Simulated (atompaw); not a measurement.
Before and after: PAW (atompaw) potential for O

oxygen (O), PAW, made with atompaw 4.2.0.5 (LDA (PW92), scalar-relativistic). Core [He], reference 2s2 2p2 (charge +2). Waves: 2s (bound); 2s channel at -2.2 Ry; 2p (bound); 2p channel at -2.7 Ry. Local part: troulliermartins scheme with l = 2 at -0.5 Ry, radius 1.35 bohr. Core correction: smooth core density matched at 1.25 bohr. Augmentation charge: sinc compensation charge, radius 1.05 bohr; PAW radius 1.35 bohr; waves and projectors: bloechl.

All-electron outer shells of the reference configuration (LDA (PW92), scalar-relativistic, ld1.x):

```tsv
shell	level (eV)	outermost node (bohr)	outermost maximum (bohr)
2s	-58.02	0.28	0.84
2p	-43.36	–	0.74
```

Change: local potential troulliermartins scheme with l = 2 at -0.5 Ry, radius 1.20 bohr.

Cutoffs: the cutoffs (Ry, on a coarse ladder) from which the occupation-weighted sum of valence levels, in a spherical-Bessel basis at the reference potential, stays within 10 and 1 mRy of its value at 400 Ry; they do not see the model core or the augmentation charge, which bear on the density cutoff.

Task: What does the change do?

Result: The potential gets harder (50 Ry and 70 Ry → 55 Ry and 90 Ry); neither file shows a bound ghost.

```tsv
quantity	base	changed
cutoff, loose	50 Ry	55 Ry
cutoff, tight	70 Ry	90 Ry
loose cutoff by channel (10 mRy a level)	s 21 Ry, p 45 Ry	s 25 Ry, p 45 Ry
bound ghosts	none	none
s: phases at 1.35 bohr within 0.05 rad from the reference energy up to (Ry; the scan ends near 5)	0.6	0.3
p: phases at 1.35 bohr within 0.05 rad from the reference energy up to (Ry; the scan ends near 5)	0.4	0.4
lowest overlap eigenvalue by channel	s 0.01, p 0.00	s 0.01, p 0.00
```

 The cutoffs see the waves, projectors and local potential, not the compensation charge or the core.
